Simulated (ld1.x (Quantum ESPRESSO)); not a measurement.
**silicon: one change to a TM potential, before and after**

Si (Z = 14), norm-conserving Troullier–Martins (Kleinman–Bylander form), made with ld1.x (Quantum ESPRESSO) 7.5 (BLYP, scalar-relativistic). Core [Ne], reference 3s2 3p2. Waves: 3s (bound): rc 1.65 bohr; 3p (bound): rc 1.90 bohr. Local part: all-electron potential smoothed inside 1.55 bohr (lloc = -1). Core correction: Bessel-smoothed model core inside 1.25 bohr.

Change: local potential all-electron potential smoothed inside 1.14 bohr (lloc = -1).

Cutoffs: the cutoffs (Ry, on a coarse ladder) from which the occupation-weighted sum of valence levels, in a spherical-Bessel basis at the reference potential, stays within 10 and 1 mRy of its value at 400 Ry; they do not see the model core or the augmentation charge, which bear on the density cutoff. Errors are all-electron minus pseudo energies relative to the spin-unpolarised reference configuration.

**Question.** How do hardness, ghosts and transferability respond?

**Answer.** The potential gets neither clearly harder nor softer (15 Ry and 40 Ry → 15 Ry and 40 Ry); of the 7 tests that both files solve, the error grows in 4 and shrinks in 2 by more than 15 % and 0.3 meV (median size 3.1 → 4.3 meV); the range in which the s phases agree narrows (upper end 2.2 → 0.8); neither file shows a bound ghost.

```csv
quantity,base,changed
"cutoff, loose",15 Ry,15 Ry
"cutoff, tight",40 Ry,40 Ry
bound ghosts,none,none
"error for 3s2 3p1, meV [ΔE 7.59 eV]",+3.1,+4.3
"error for 3s2 3p0, meV [ΔE 23.48 eV]",+22,+32
"error for 3s1 3p0, meV [ΔE 57.48 eV]",+75,+107
"error for 3s1 3p3, meV [ΔE 6.85 eV]",-0.6,-0.1
"error for 3s2 3p1.5, meV [ΔE 2.84 eV]",+0.5,+0.7
"error for 3s1 3p2, meV [ΔE 15.04 eV]",+6.1,+8.6
"error for 3s0 3p4, meV [ΔE 13.88 eV]",-2.8,-2.0
s: phases at 2.05 bohr within 0.05 rad from the reference energy up to (Ry; the scan ends near 5),2.2,0.8
p: phases at 2.05 bohr within 0.05 rad from the reference energy up to (Ry; the scan ends near 5),3.6,3.1
```
